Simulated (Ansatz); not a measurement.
Geometry optimisation, Ansatz 0.2.0, RKS PBE-D4/def2-SVP.

Input:

```yaml
crystal:
  periodic: [false, false, false]
  atoms:
    - { symbol: C, position_ang: [-0.1315, -1.3553, -0.5616] }
    - { symbol: B, position_ang: [0.165, -0.4989, 0.7454] }
    - { symbol: Cl, position_ang: [0.842, -1.3705, 2.1939] }
    - { symbol: B, position_ang: [-0.015, 1.1537, 0.8254] }
    - { symbol: Te, position_ang: [-0.9246, 2.25, -0.9094] }
    - { symbol: H, position_ang: [0.0648, -2.3674, -0.4332] }
    - { symbol: H, position_ang: [0.4377, -0.9097, -1.4201] }
    - { symbol: H, position_ang: [-1.2237, -1.1942, -0.8039] }
    - { symbol: H, position_ang: [-0.74694, 0.23316, 0.70854] }
    - { symbol: H, position_ang: [0.6773, 2.4966, -1.4929] }
basis:
  gaussian: { orbitals: def2-SVP }
hamiltonian:
  xc: pbe
  dispersion: d4
relax:
  f_tol: 0.02
  max_steps: 50
```

Launched with:

```bash
$ ansatz run input.yaml --threads 2 --pin off --max-ram 3072MiB --backend cpu --events-out ev --progress --plain --runs-dir out
```

Q: Where does it end, and by what steps?

A: It converged. The force dipped under the threshold on the way, but the program's further checks kept it going. After 23 steps the energy has fallen by 3.239 eV; H9 moved furthest, 1.50 Å. Parted: B2–H9 (1.17 → 2.59 Å).

| step | energy less start (eV) | largest force component (eV/Å) | accepted |
| --- | --- | --- | --- |
| 0 | 0.0000 | 5.503 | yes |
| 1 | -1.2565 | 2.536 | yes |
| 2 | -1.8643 | 1.318 | yes |
| 3 | -2.0966 | 0.736 | yes |
| 4 | -2.2618 | 0.923 | yes |
| 5 | -2.4708 | 0.840 | yes |
| 6 | -2.6918 | 0.914 | yes |
| 7 | -2.8724 | 0.510 | yes |
| 8 | -3.0073 | 0.607 | yes |
| 9 | -3.0626 | 1.032 | yes |
| 10 | -3.1593 | 0.354 | yes |
| 11 | -3.1982 | 0.244 | yes |
| 12 | -3.2240 | 0.176 | yes |
| 13 | -3.2316 | 0.119 | yes |
| 14 | -3.2339 | 0.151 | yes |
| 15 | -3.2372 | 0.061 | yes |
| 16 | -3.2376 | 0.029 | yes |
| 17 | -3.2379 | 0.014 | yes |
| 18 | -3.2384 | 0.037 | yes |
| 19 | -3.2388 | 0.051 | yes |
| 20 | -3.2391 | 0.043 | yes |
| 21 | -3.2393 | 0.030 | yes |
| 22 | -3.2388 | 0.038 | no |
| 23 | -3.2394 | 0.015 | yes |

```xyz
10
Properties=species:S:1:pos:R:3
C -0.033 -1.576 -0.651
B 0.054 -0.498 0.485
Cl 1.298 -0.682 1.754
B -0.865 0.900 0.610
Te -0.350 2.664 -0.465
H 0.428 -2.549 -0.386
H 0.536 -1.168 -1.520
H -1.067 -1.733 -1.020
H -1.855 1.056 1.299
H 0.997 2.023 -1.253
```

The run took 36 s on 2 threads of INTEL(R) XEON(R) PLATINUM 8581C CPU @ 2.10GHz (Emerald Rapids), with other jobs on the host, peak memory 0.18 GiB.
